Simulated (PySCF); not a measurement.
Delta-SCF ions had no search for a lower state. Excitations are Tamm–Dancoff values on a coarser integration grid. The basis has no diffuse functions, so Rydberg states are missing or too high.

# C$_{5}$H$_{6}$, SMILES `C#CC(=C)C` (charge 0, multiplicity 1)

The numbers are results of PBE-D3(BJ)/def2-TZVP // PBE0-D3(BJ)/def2-TZVP (PySCF 2.14.0), not measurements.

```
Item                                                              Result
-------------------------------------------  ---------------------------
HOMO                                                            -5.96 eV
dipole moment                                                  0.115 e·Å
HOMO–LUMO gap                                                    4.27 eV
LUMO                                                            -1.69 eV
S1 excitation (TDA)                                              5.13 eV
S1 oscillator strength                                             0.000
brightest of the four lowest singlets (TDA)                      5.77 eV
T1 excitation (TDA)                                              3.50 eV
S1–T1 gap (TDA)                                                  1.62 eV
vertical ionisation energy (Delta-SCF)                           8.96 eV
total energy                                                 -5275.33 eV
cost                                         very roughly 4 core-minutes
```

Bonded distances (Å): C1–C2 1.203, C1–H6 1.064, C2–C3 1.426, C3–C4 1.335, C3–C5 1.500, C4–H7 1.084, C4–H8 1.082, C5–H9 1.093, C5–H10 1.090, C5–H11 1.093. Angles (°): C2–C1–H6 179.1, C1–C2–C3 177.7, C2–C3–C4 120.7, C2–C3–C5 116.1, C4–C3–C5 123.1, C3–C4–H7 120.7, C3–C4–H8 121.4, H7–C4–H8 118.0, C3–C5–H9 110.6, C3–C5–H10 110.8, C3–C5–H11 110.6, H9–C5–H10 108.9, H9–C5–H11 107.0, H10–C5–H11 108.9.
